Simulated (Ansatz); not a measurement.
`C[SiH2]O` + H₂Se → `O[SiH2][SeH]` + CH₄ at 298.15 K and 1 bar (ligand exchange at the Si–C bond).

Calculated with Ansatz (gas phase, PBE0-D4/def2-TZVP geometries, no zero-point term in ΔE). CCSD(T)/CBS adds triple-zeta CCSD(T) − MP2 to the extrapolated MP2 energy (def2 sets, frozen cores). This one scheme is used for every species. For Se outer-core shells are correlated without core-valence functions, which leaves a few kJ/mol of doubt a bond. Scalar relativity is left out up to krypton. Each species was taken in one conformer, which may not be the lowest.

```csv
species,CCSD(T)/CBS energy (Eh),H − E (kJ/mol),S (J/(mol·K))
`C[SiH2]O`,-405.96945,193.7,296.5
H₂Se,-2401.89790,45.8,219.1
`O[SiH2][SeH]`,-2767.43299,120.8,318.3
CH₄,-40.46206,127.4,186.2
```

H − E and S are ideal-gas, rigid-rotor, harmonic terms from PBE0-D4/def2-TZVP, for one conformer and one mirror image of each species. 1 Eh = 2625.50 kJ/mol, R = 8.31446 J/(mol·K).

Question: By hand: ΔE, ΔH, ΔS and ΔG.

Answer: ΔE = (-2767.43299) + (-40.46206) − (-405.96945) − (-2401.89790) = -0.02770 Eh = -72.7 kJ/mol. Δ(H − E) = 120.8 + 127.4 − 193.7 − 45.8 = 8.7, so ΔH = -64.0 kJ/mol. ΔS = 318.3 + 186.2 − 296.5 − 219.1 = -11.1 J/(mol·K). ΔG = -64.0 − 298.15 × (-11.1)/1000 = -60.7 kJ/mol.

Question: By hand: the equilibrium constant, and the temperature at which ΔG would vanish if ΔH and ΔS stayed fixed.

Answer: log₁₀ K = −ΔG/(RT ln 10) = 10.6. ΔG = 0 at ΔH/ΔS = 5766 K, far beyond where these terms or the molecules hold.

The number of gas molecules stays the same, so ΔS is small and ΔH decides. A doubt of 5 kJ/mol in ΔE shifts log₁₀ K by 0.9 here. Other conformers and mirror images would add mixing entropy, several J/(mol·K) or more a flexible species. These are equilibria of isolated gas molecules and say nothing of rates. Largest T1 diagnostic: 0.010 (customary marks: 0.02 for closed shells, 0.045 for open ones).
